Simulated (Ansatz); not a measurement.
Coupled-cluster diagnostics for the cluster Si2B2, Ansatz.

Geometry of the singlet (B3LYP-D4/def2-TZVP):

```xyz
4

B    -0.068   -0.631   -0.406
B     0.064    0.632    0.404
Si    0.228    2.203    1.416
Si   -0.224   -2.205   -1.415
```

Correlated methods freeze 12 core orbitals. Another isomer (singlet) lies 1.52 eV lower at PBE0-D4/def2-TZVP; other spin states weren't run for this one.

Task: Estimate the CCSD(T) correlation energy, the shares of MP2 and (T), T1 and the reference's ⟨S²⟩ for: charge 0, singlet, own geometry in def2-TZVPP; and the rough time on 4 threads of Arm Neoverse V2 on a shared host.

Result: 
```
                          state       basis  correlation (eV)  MP2 share (%)  (T) share (%)     T1  ⟨S²⟩ (pure)  wall time                        remarks
charge 0, singlet, own geometry  def2-TZVPP           -12.505           88.5            9.7  0.029  0.00 (0.00)       20 s  large T1, stability undecided
```
Customary marks for T1 are 0.02 (closed shells), 0.045 (open shells) and about 0.05 (3d metals). T1 exceeds 0.02 in 1 of 1 rows and 0.045 in 0; the higher it lies, the less the single-reference result can be trusted.
